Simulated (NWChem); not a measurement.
System: CH$_{3}$NO$_{3}$Si; SMILES O=C=N[SiH](O)O

Input file for NWChem:

```
start job
memory heap 200 mb stack 900 mb global 1100 mb
geometry units angstroms noautosym nocenter noautoz
  Si    -0.055983     0.949409     0.435508
  O     -1.475184     1.526022    -0.202869
  O      1.230974     1.796797    -0.202106
  N      0.218906    -0.723759     0.043358
  C      0.132602    -1.927756    -0.066802
  O      0.081791    -3.101188    -0.194735
  H     -0.201042     1.081325     1.908454
  H     -1.475513     1.660255    -1.167218
  H      2.009145     1.252073    -0.412131
end
basis spherical
  Si library def2-svp
  O library def2-svp
  N library def2-svp
  C library def2-svp
  H library def2-svp
end
dft
  xc pbe0
  iterations 150
end
cosmo
  do_cosmo_smd true
  solvent propnol2
end
task dft energy
```

Output (shortened):

```
             Northwest Computational Chemistry Package (NWChem) 7.3.0
             --------------------------------------------------------

                             Geometry "geometry" -> ""
                             -------------------------

 Output coordinates in angstroms (scale by  1.889725989 to convert to a.u.)

  No.       Tag          Charge          X              Y              Z
 ---- ---------------- ---------- -------------- -------------- --------------
    1 Si                  14.0000    -0.05598300     0.94940900     0.43550800
    2 O                    8.0000    -1.47518400     1.52602200    -0.20286900
    3 O                    8.0000     1.23097400     1.79679700    -0.20210600
    4 N                    7.0000     0.21890600    -0.72375900     0.04335800
    5 C                    6.0000     0.13260200    -1.92775600    -0.06680200
    6 O                    8.0000     0.08179100    -3.10118800    -0.19473500
    7 H                    1.0000    -0.20104200     1.08132500     1.90845400
    8 H                    1.0000    -1.47551300     1.66025500    -1.16721800
    9 H                    1.0000     2.00914500     1.25207300    -0.41213100

 Effective nuclear repulsion energy (a.u.)     279.3537223893

                                 NWChem DFT Module
                                 -----------------

 Summary of "ao basis" -> "ao basis" (spherical)
 ------------------------------------------------------------------------------
       Tag                 Description            Shells   Functions and Types
 ---------------- ------------------------------  ------  ---------------------
 Si                         def2-svp                 8       18   4s3p1d
 O                          def2-svp                 6       14   3s2p1d
 N                          def2-svp                 6       14   3s2p1d
 C                          def2-svp                 6       14   3s2p1d
 H                          def2-svp                 3        5   2s1p

 in cosmo_initialize ...
 calling solv_data for solv:propnol2

 solvent parameters
 solvname_short: propnol2
 solvname_long:  2-propanol
 dielec:       19.2640
 dielecinf:     1.8978
 nonaqueous SMD model solvent descriptors
 dielec:       19.2640
 sola:          0.3300
 solb:          0.5600
 solc:          0.0000
 solg:         30.1300
 solh:          0.0000
 soln:          1.3776

          ---------------
          -cosmo- solvent
          ---------------
 Cosmo: York-Karplus, doi: 10.1021/jp992097l
 dielectric constant -eps-     =  19.26
 screen = (eps-1)/(eps    )    =   0.94809
 surface charge correction     = lagrangian

   van der Waals surface
 --------------------------

 ---------- ATOMIC COORDINATES (A.U.) ------------ VDWR(ANG.) --
     1   -0.10579253    1.79412286    0.82299079     2.470
     2   -2.78769354    2.88376343   -0.38336682     1.700
     3    2.32620356    3.39545399   -0.38192496     1.700
     4    0.41367236   -1.36770619    0.08193474     1.890
     5    0.25058145   -3.64293061   -0.12623748     1.850
     6    0.15456258   -5.86039556   -0.36799579     1.700
     7   -0.37991429    2.04340795    3.60645512     1.200
     8   -2.78831526    3.13742702   -2.20572219     1.200
     9    3.79673352    2.36607489   -0.77881466     1.200
 number of segments per atom =        128
 number of   points per atom =        128
 atom (   nspa,  nppa )
 ----------------------
    1 (     71,     0 )       0
    2 (     56,     0 )       0
    3 (     56,     0 )       0
    4 (     43,     0 )       0
    5 (     60,     0 )       0
    6 (     87,     0 )       0
    7 (     31,     0 )       0
    8 (     51,     0 )       0
    9 (     53,     0 )       0
 number of -cosmo- surface points =      508
 molecular surface =    128.102 angstrom**2
 molecular volume  =    109.605 angstrom**3
 -lineq- algorithm             =   0
 -bem- low  level              =   3
 -bem- from -octahedral-
 gaussian surface charge width =   4.50000
 degree of switching           =   1.00000
 switching function tolerance  =   0.00010
 atomic radii =
 --------------
    1 14.000  2.470
    2  8.000  1.700
    3  8.000  1.700
    4  7.000  1.890
    5  6.000  1.850
    6  8.000  1.700
    7  1.000  1.200
    8  1.000  1.200
    9  1.000  1.200
 ...... end of -cosmo- initialization ......

[...]

                                COSMO-SMD solvation results
                                ---------------------------

             internal energy in gas <Psi(g)|H|Psi(g)> =      -609.163873280497
         internal energy in solvent <Psi(s)|H|Psi(s)> =      -609.161932076626
                               delta internal energy  =         0.001941203871 (    1.22 kcal/mol)
   total free energy in solvent <Psi(s)|H+V/2|Psi(s)> =      -609.180067146251
 polarization energy contribution <Psi(s)|V/2|Psi(s)> =        -0.018135069625 (  -11.38 kcal/mol)
    total free energy in solvent including G(SMD-CDS) =      -609.174725916340
                       G(SMD-CDS) energy contribution =         0.005341229912 (    3.35 kcal/mol)
     1 M fixed-concentration free energy of solvation =        -0.010852635843 (   -6.81 kcal/mol)

                       DFT Final Molecular Orbital Analysis
                       ------------------------------------

 Vector   25  Occ=2.000000D+00  E=-3.378735D-01
              MO Center=  6.7D-01,  1.4D+00,  3.0D-02, r^2= 2.8D+00
   Bfn.  Coefficient  Atom+Function         Bfn.  Coefficient  Atom+Function
  ----- ------------  ---------------      ----- ------------  ---------------
    38      0.472996  3 O  pz                41      0.361423  3 O  pz
    22      0.209357  2 O  px                36      0.204888  3 O  px
    89     -0.156112  7 H  s                 25      0.152274  2 O  px
    39      0.152035  3 O  px                90     -0.152381  7 H  s
    37      0.121816  3 O  py                40      0.090857  3 O  py

 Vector   26  Occ=2.000000D+00  E=-3.217799D-01
              MO Center=  1.1D-02, -1.2D+00,  2.3D-02, r^2= 3.3D+00
   Bfn.  Coefficient  Atom+Function         Bfn.  Coefficient  Atom+Function
  ----- ------------  ---------------      ----- ------------  ---------------
    52      0.368005  4 N  pz                80      0.318059  6 O  pz
    55     -0.295421  4 N  pz                83      0.239782  6 O  pz
    50      0.233872  4 N  px                78      0.201466  6 O  px
    23      0.185204  2 O  py                53     -0.185508  4 N  px
    81      0.151978  6 O  px                26      0.137746  2 O  py

 Vector   27  Occ=2.000000D+00  E=-3.190896D-01
              MO Center=  8.4D-02, -8.5D-01,  5.0D-02, r^2= 4.1D+00
   Bfn.  Coefficient  Atom+Function         Bfn.  Coefficient  Atom+Function
  ----- ------------  ---------------      ----- ------------  ---------------
    50      0.343483  4 N  px                78      0.293659  6 O  px
    53     -0.274518  4 N  px                52     -0.227918  4 N  pz
    81      0.222396  6 O  px                80     -0.195460  6 O  pz
    23      0.185291  2 O  py                55      0.179277  4 N  pz
    83     -0.148964  6 O  pz                26      0.144401  2 O  py

 Vector   28  Occ=0.000000D+00  E= 2.450804D-02
              MO Center=  6.2D-02, -9.1D-01,  1.1D-01, r^2= 4.1D+00
   Bfn.  Coefficient  Atom+Function         Bfn.  Coefficient  Atom+Function
  ----- ------------  ---------------      ----- ------------  ---------------
    11      0.566697  1 Si px                64     -0.488943  5 C  px
    67     -0.445309  5 C  px                21      0.356980  2 O  s
    81      0.314243  6 O  px                78      0.290830  6 O  px
    35     -0.229416  3 O  s                 53      0.203437  4 N  px
    50     -0.168390  4 N  px                 8      0.166317  1 Si px

 Vector   29  Occ=0.000000D+00  E= 2.872555D-02
              MO Center=  1.4D-01, -8.9D-01,  1.4D-02, r^2= 4.4D+00
   Bfn.  Coefficient  Atom+Function         Bfn.  Coefficient  Atom+Function
  ----- ------------  ---------------      ----- ------------  ---------------
    66      0.493946  5 C  pz                69      0.485020  5 C  pz
    13     -0.403777  1 Si pz                12      0.372295  1 Si py
    35     -0.345905  3 O  s                 83     -0.323061  6 O  pz
    90      0.312335  7 H  s                 80     -0.295216  6 O  pz
    55     -0.231163  4 N  pz               100      0.220734  9 H  s

 Vector   30  Occ=0.000000D+00  E= 6.519402D-02
              MO Center=  1.6D-01,  7.4D-01, -2.2D-01, r^2= 6.4D+00
   Bfn.  Coefficient  Atom+Function         Bfn.  Coefficient  Atom+Function
  ----- ------------  ---------------      ----- ------------  ---------------
     4      1.032277  1 Si s                 90     -0.766194  7 H  s
    49     -0.639592  4 N  s                 63      0.631393  5 C  s
    95      0.557243  8 H  s                 21     -0.552767  2 O  s
   100      0.551786  9 H  s                 35     -0.537938  3 O  s
    13      0.237923  1 Si pz                69     -0.185169  5 C  pz

     Multipole analysis of the density
     ---------------------------------

     L   x y z        total         alpha         beta         nuclear
     -   - - -        -----         -----         ----         -------
     0   0 0 0     -0.000000    -27.000000    -27.000000     54.000000

     1   1 0 0      0.538858     -0.276163     -0.276163      1.091184
     1   0 1 0      0.377208     -2.103235     -2.103235      4.583678
     1   0 0 1     -0.501454     -1.697531     -1.697531      2.893607

     2   2 0 0    -28.061493    -78.888904    -78.888904    129.716314
     2   1 1 0      0.018655     10.512619     10.512619    -21.006583
     2   1 0 1      1.334089     -0.152382     -0.152382      1.638853
     2   0 2 0    -39.709800   -315.313418   -315.313418    590.917036
     2   0 1 1     -2.389846    -10.838382    -10.838382     19.286917
     2   0 0 2    -27.327083    -29.428214    -29.428214     31.529345
```

Level: PBE0/def2-SVP, SMD on the gas-phase geometry. The geometry was optimised at PBE-D3(BJ)/def2-SVP. Solvent: 2-propanol.
